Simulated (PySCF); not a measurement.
## Xe²⁺: excitation energy

Xe²⁺ [Kr] 4d10 5s2 5p4 (3P) → Xe²⁺ [Kr] 4d10 5s1 5p4 6s1 (5P), as a difference of total energies. All numbers are calculated (PySCF 2.14, a scalar-relativistic core potential, in aug-cc-pVQZ-PP with one added diffuse shell each of s, p, d, f, g type with ECP28MDF (8s8p6d4f3g, 117 functions)). Correlated levels: valence: 4s2 4p6 4d10 frozen. The calculations carry no spin-orbit coupling.

| method | excitation energy (eV) |
| --- | --- |
| UHF | 26.888 |
| LDA | 27.814 |
| PBE | 27.462 |
| PBE0 | 27.594 |
| r2SCAN | 27.706 |
| TPSSh | 27.678 |
| B2PLYP | 27.651 |
| CAM-B3LYP | 27.993 |
| MP2 (valence) | 26.780 |
| SCS-MP2 (valence) | 26.967 |

Question: How much does correlation contribute at MP2 (valence)?

Answer: 26.780 − (26.888) = -0.108 eV, measured against UHF.

The promoted electron is Rydberg-like, and one or two diffuse shells describe it only roughly, which tends to raise the upper state.
